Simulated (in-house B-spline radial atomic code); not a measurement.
Configurations of Ti V (Ti4+), with energies counted from [Ne] 3s2 3p6. Level of theory: scalar-relativistic (X2C) LC-wPBE, spin-polarised, spherical fractional occupations, exact exchange averaged over the configuration, Fermi nucleus of rms radius 3.5921 fm; calculated with an all-electron radial atomic-structure program (B-spline basis). Shells without spins written out take the highest spin.

Occupations are held fixed; configurations that lie above the ionisation limit could autoionise.

```tsv
configuration	E - E(ref) (eV)	highest orbital	its <r> (bohr)
[Ne] 3s2 3p5 4s1	54.075	4s up	2.309
[Ne] 3s1 3p6 4s1	79.523	4s up	2.306
[Ne] 3s1 3p6 4p1	86.317	4p up	2.532
[Ne] 3s1 3p6 4f1	102.8	4f up	3.361
[He] 2s2 2p5 3s2 3p6 3d1	461.33	3d up	1.056
[He] 2s2 2p5 3s2 3p6 4p1	489.27	4p up	2.481
```

Task: Order these further configurations by energy, lowest first.
A. [Ne] 3s2 3p5 4p1
B. [He] 2s2 2p5 3s2 3p6 4d1
C. [Ne] 3s2 3p5 4f1
D. [Ne] 3s2 3p5 4d1
E. [He] 2s2 2p5 3s2 3p6 4f1

Result: A (60.857 eV), D (70.507 eV), C (77.3 eV), B (499.02 eV), E (506.59 eV).

Task: How far above the reference does [Ne] 3s2 3p5 3d1 lie?

Result: 35.85 eV; its least bound orbital is 3d up with <r> = 1.132 bohr.
